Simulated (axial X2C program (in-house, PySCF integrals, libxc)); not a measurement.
**Outer orbitals of AsSe at 2.143 Å, HF**

Computed with an in-house relativistic program for diatomic molecules. Spin-free means the one-electron spin-free X2C Hamiltonian; two-component (2c) means X2C with spin–orbit coupling and atomic mean-field two-electron Coulomb and Gaunt terms, so the difference of the two also holds small scalar two-electron terms. Basis: Se dyall-cv3z [8s9p6d4f1g], As dyall-cv3z [9s9p6d4f1g] (cores contracted in-house); Gaussian nuclei, density fitting, unrestricted open shells. Masses: Se 79.917 u, As 74.922 u.

The distance is close to the 2c PBE0 minimum; the highest filled and lowest empty levels are listed.

Spin-free orbitals, state M_S = 1/2, Λ = 1 (beyond evenly filled blocks: π+α) (Löwdin shares):

| symmetry | occupied | ε (eV) | atomic character |
| --- | --- | --- | --- |
| σβ | yes | -26.25 | 67% Se s, 15% As s, 10% As p |
| σα | yes | -26.02 | 46% Se s, 38% As s, 7% As p |
| σα | yes | -19.90 | 40% As s, 33% Se s, 13% Se p |
| σβ | yes | -17.76 | 55% As s, 25% Se p, 13% Se s |
| π+α | yes | -11.86 | 54% As p, 43% Se p |
| σα | yes | -11.56 | 46% Se p, 40% As p, 8% As s |
| σβ | yes | -11.19 | 41% As p, 40% Se p, 14% As s |
| π+β | yes | -10.89 | 84% Se p, 11% As p, 4% As d |
| π-β | yes | -10.89 | 84% Se p, 11% As p, 4% As d |
| π-α | yes | -10.43 | 74% As p, 21% Se p, 3% Se d |
| π+α | yes | -8.00 | 50% Se p, 41% As p, 5% As d |
| π-α | no | -0.41 | 70% Se p, 20% As p, 8% As d |
| π-β | no | 0.71 | 83% As p, 9% Se p, 6% Se d |
| π+β | no | 0.71 | 83% As p, 9% Se p, 6% Se d |
| σα | no | 2.62 | 48% As p, 20% Se p, 16% As d |

Spinors with spin–orbit coupling (state Ω = 1/2):

```tsv
ω	occupied	ε (eV)	atomic character	λ mixture
1/2	yes	-26.22	67% Se s, 15% As s, 10% As p	100% σ
-1/2	yes	-26.01	46% Se s, 38% As s, 7% As p	100% σ
-1/2	yes	-19.89	40% As s, 33% Se s, 13% Se p	100% σ
1/2	yes	-17.75	55% As s, 25% Se p, 13% Se s	100% σ
1/2	yes	-11.96	53% As p, 44% Se p	100% π
-1/2	yes	-11.58	48% Se p, 38% As p, 7% As s	94% σ, 6% π
1/2	yes	-11.18	41% As p, 40% Se p, 14% As s	100% σ
-1/2	yes	-10.96	81% Se p, 13% As p, 4% As d	95% π, 5% σ
3/2	yes	-10.72	83% Se p, 11% As p, 4% As d	100% π
-3/2	yes	-10.31	74% As p, 21% Se p, 3% Se d	100% π
1/2	yes	-8.11	50% Se p, 42% As p, 4% As d	100% π
-3/2	no	-0.31	69% Se p, 20% As p, 8% As d	100% π
-1/2	no	0.66	83% As p, 9% Se p, 6% Se d	100% π
3/2	no	0.78	82% As p, 10% Se p, 6% Se d	100% π
-1/2	no	2.63	48% As p, 20% Se p, 16% As d	100% σ
```

Problem. How does the gap between the highest filled and lowest empty level change from the spin-free to the 2c table?

Solution. From 7.59 to 7.80 eV at HF, a change of 0.21 eV.

Mulliken charges and populations of the two-component result (they depend on the basis, above all on diffuse functions):

Se -0.14 e (s 7.92 p 16.14 d 10.07 f 0.01), As 0.14 e (s 7.90 p 14.84 d 10.10 f 0.01). ⟨Lz⟩ = 1.00 ħ and ⟨Sz⟩ = -0.50 ħ (0.35 and -0.84 on the two atoms), which add up to Ω.

The state is a single determinant with fixed occupations, the lowest that a limited PBE0 search found. The determinant is spin-polarised beyond a pure state at some levels (its spin-free form has ⟨S²⟩ too high), which makes Re and μ there less reliable.
